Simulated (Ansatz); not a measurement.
F, charge -1, singlet (a gas-phase anion, which may not be bound at this level); MP2/cc-pVTZ run with Ansatz (a program for electronic structure).

Here is a job for Ansatz.
Ansatz 0.2 input:
```yaml
crystal:
  periodic: [false, false, false]
  atoms:
    - {symbol: F, position_ang: [0.00000000, 0.00000000, 0.00000000]}
basis:
  gaussian:
    orbitals: cc-pVTZ
total_charge: -1
magnetization: {spin_polarized: false}
correlation: {method: mp2, electrons: outside_noble_gas}
accuracy: high
```

It wrote (shortened):

```
Functional definition: HF
299 factors; integrals over basis functions are off by at most 2.7e-9 eV
mean field evaluation 1: about -2704.2987 eV, gradient 3.2e1 eV
mean field evaluation 2: about -2704.3051 eV, gradient 3.2e1 eV
mean field evaluation 4: about -2705.4730 eV, gradient 6.9e-1 eV
mean field evaluation 8: about -2705.4730 eV, gradient 1.7e-4 eV
mean field -2705.47299518 eV, -99.4242987372 hartree, gradient 3.3e-9 eV, S^2 0.000000; 0 other end points of the search recorded, 0 dependent functions left out
1 core orbitals not correlated
reference -2705.47299518 eV, -99.4242987372 hartree; 4, 4 occupied and 25, 25 virtual orbitals, 299 factors
second order -7.32228888 eV of doubles, -0.00000000 eV of singles
Total energy: -2712.79528405 eV, -99.6933878902 hartree
```
